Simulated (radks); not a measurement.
Spherical jellium clusters: N electrons in a uniform positive sphere of charge N and radius rs N^(1/3), rs = 3.56 bohr. Calculated with a radial shooting solver with Libxc functionals: non-relativistic Kohn-Sham, PBEsol, spin-polarised, spherical densities. Levels are named by radial order and angular momentum (1s, 1p, 1d, 2s, ...), and open shells are averaged over m.

N = 9, configuration 1s2 1p6 1d(up 1, down 0). This is the lowest configuration that the search found. Occupied levels:

| level | occupation | eigenvalue (eV) | <r> (bohr) |
|---|---|---|---|
| 1s up | 1 | -5.2805 | 4.943 |
| 1s down | 1 | -5.1990 | 4.812 |
| 1p up | 3 | -3.8385 | 6.028 |
| 1p down | 3 | -3.6792 | 5.946 |
| 1d up | 1 | -2.1314 | 7.043 |

Energy (eV): total -15.3339, kinetic 18.650, external -346.96, Hartree 169.17, exchange-correlation -34.781, background 178.59.
